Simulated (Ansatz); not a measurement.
Calculated with Ansatz (gas phase, PBE0-D4/def2-TZVP geometries, no zero-point term in ΔE). CCSD(T)/CBS is the MP2 limit (def2-TZVPP, def2-QZVPP) plus CCSD(T) − MP2 in def2-TZVPP, frozen cores. Each species was taken in one conformer, which may not be the lowest.

Reaction (redistribution): `BC[SiH](C)Cl` + `O=C=NBCl` → `C[SiH](Cl)N=C=O` + `BCBCl`

```
          species  HF/def2-TZVPP energy (Eh)
   `BC[SiH](C)Cl`                 -853.63741
       `O=C=NBCl`                 -652.12440
`C[SiH](Cl)N=C=O`                 -956.04754
          `BCBCl`                 -549.71628
```

(1) Work out ΔE.

Largest T1 diagnostic among the species: 0.016.

## Answers

(1) ΔE = (-956.04754) + (-549.71628) − (-853.63741) − (-652.12440) = -0.00201 Eh = -1.3 kcal/mol. CCSD(T)/CBS gives +0.9 kcal/mol.

In def2-TZVPP, CCSD(T) changes the Hartree–Fock value by +2.5 kcal/mol (the triples alone add +0.6 kcal/mol) and MP2 by +2.5 kcal/mol. From PBE to PBE0 (25 % exact exchange), in def2-TZVPP and without D4, ΔE moves by −1.0 kcal/mol.
